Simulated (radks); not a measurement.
Q: Ir3+, 74 electrons, occupied as [Xe] 4f14 5d5.75 6d0.25 (fractional occupations, a model configuration). All-electron calculation, Dirac Kohn-Sham, PBE, spin-unpolarised, spherical densities, finite nucleus; open shells are shared between the two j in proportion to 2j + 1; Fermi nuclear charge, rms radius 5.4032 fm. Program: a radial shooting solver on a logarithmic mesh with Libxc functionals. Some entries of the table are withheld. Estimate them.

| orbital | occ. | eigenvalue (hartree) | <r^2> (bohr^2) | r(max) (bohr) |
|---|---|---|---|---|
| 1s1/2 | 2 | -2793.573 | 0.0004197 | 0.01082 |
| 2s1/2 | 2 | -489.3790 | 0.006361 | 0.06251 |
| 2p1/2 | 2 | (1) | 0.004517 | 0.04620 |
| 2p3/2 | 4 | (2) | 0.005710 | 0.05336 |
| 3s1/2 | 2 | -115.4039 | 0.04139 | 0.1759 |
| 3p1/2 | 2 | -106.2294 | 0.03783 | 0.1644 |
| 3p3/2 | 4 | -93.13369 | 0.04431 | 0.1790 |
| 3d3/2 | 4 | -77.76824 | (3) | (4) |
| 3d5/2 | 6 | -74.93803 | (5) | (6) |
| 4s1/2 | 2 | -25.59260 | 0.2024 | 0.3978 |
| 4p1/2 | 2 | -21.71577 | 0.2074 | 0.3965 |
| 4p3/2 | 4 | -18.61862 | 0.2411 | 0.4268 |
| 4d3/2 | 4 | -12.25282 | 0.2578 | 0.4211 |
| 4d5/2 | 6 | -11.67781 | 0.2700 | 0.4306 |
| 5s1/2 | 2 | -4.81895 | 1.068 | (7) |
| 5p1/2 | 2 | (8) | 1.263 | 0.9460 |
| 4f5/2 | 6 | (9) | 0.3449 | 0.3927 |
| 4f7/2 | 8 | (10) | 0.3551 | 0.3974 |
| 5p3/2 | 4 | (11) | 1.497 | 1.026 |
| 5d3/2 | 2.3 | -1.44468 | 2.623 | 1.248 |
| 5d5/2 | 3.45 | -1.39026 | 2.777 | 1.282 |
| 6d3/2 | 0.1 | -0.51547 | 19.22 | 3.790 |
| 6d5/2 | 0.15 | -0.50759 | 19.85 | 3.865 |

A: 
(1) 2p1/2 eigenvalue (hartree): -468.9677
(2) 2p3/2 eigenvalue (hartree): -409.1585
(3) 3d3/2 <r^2> (bohr^2): 0.03413
(4) 3d3/2 r(max) (bohr): 0.1397
(5) 3d5/2 <r^2> (bohr^2): 0.03590
(6) 3d5/2 r(max) (bohr): 0.1437
(7) 5s1/2 r(max) (bohr): 0.8912
(8) 5p1/2 eigenvalue (hartree): -3.59546
(9) 4f5/2 eigenvalue (hartree): -3.58222
(10) 4f7/2 eigenvalue (hartree): -3.46747
(11) 5p3/2 eigenvalue (hartree): -3.08855
